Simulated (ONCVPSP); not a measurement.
Sr (Z = 38): one change to an ONCV potential, before and after

* Element: Sr
* Generator: ONCVPSP 4.0.1
* Type: optimised norm-conserving Vanderbilt (ONCV)
* Functional: BLYP
* Relativity: scalar-relativistic
* Frozen core: [Ar] 3d10
* Valence charge: 10
* Reference configuration: 4s2 4p6 (charge +2)
* Partial waves: 4s: rc 1.80 bohr, ncon 5, nbas 8, qcut 5.9 1/bohr, 2 projectors, debl 1.1 Ha; 4p: rc 1.70 bohr, ncon 3, nbas 7, qcut 5.1 1/bohr, 3 projectors, debl 3 Ha; d scattering state at 0.31 Ha: rc 1.70 bohr, ncon 4, nbas 7, qcut 6.7 1/bohr, local
* Local potential: the d channel
* Core correction: Teter function, fcfact 3.75, rcfact 1.25

In the s channel the program set the typed energies aside and used -2.005, 0.250 Ha. In the d channel the program set the typed energies aside and used 0.050 Ha.

Change: p: qcut 4.5.

Cutoffs: the cutoffs (Ha) at which the residual kinetic energy of the hardest occupied pseudo-wave falls to 1 and 0.1 mHa per electron; they do not see the model core or the augmentation charge, which bear on the density cutoff. Errors are all-electron minus pseudo energies relative to the spin-unpolarised reference configuration.

Question: What does the change do?

Answer: The potential gets neither clearly harder nor softer (16 Ha and 41 Ha → 16 Ha and 46 Ha); the errors of the 3 common tests hardly move; neither file shows a bound ghost.

| quantity | base | changed |
| --- | --- | --- |
| cutoff, loose | 16 Ha | 16 Ha |
| cutoff, tight | 41 Ha | 46 Ha |
| loose cutoff by channel | s 16 Ha, p 7.4 Ha | s 16 Ha, p 7.5 Ha |
| bound ghosts | none | none |
| GHOST(+) flags under 300 eV | s at 196.0 eV | s at 196.0 eV |
| tests with a reliable result | 3 of 4 | 3 of 4 |
| error for 4s2 4p6 5s2, meV [ΔE -16.93 eV] | +2.0 | +2.1 |
| error for 4s2 4p6 5s1, meV [ΔE -11.13 eV] | +1.3 | +1.3 |
| error for 4s2 4p6 5s1.5, meV [ΔE -14.66 eV] | +1.7 | +1.7 |
| s: phases at 1.82 bohr within 0.05 rad from the reference energy up to (Ha; the scan ends near 5) | to the end of the scan | to the end of the scan |
| p: phases at 1.73 bohr within 0.05 rad from the reference energy up to (Ha; the scan ends near 5) | to the end of the scan | to the end of the scan |
| d: phases at 1.73 bohr within 0.05 rad from the reference energy up to (Ha; the scan ends near 5) | 4.0 | 4.0 |
| rms error of d²Exc/dni dnj with the model core, mHa | 2.29 | 2.29 |
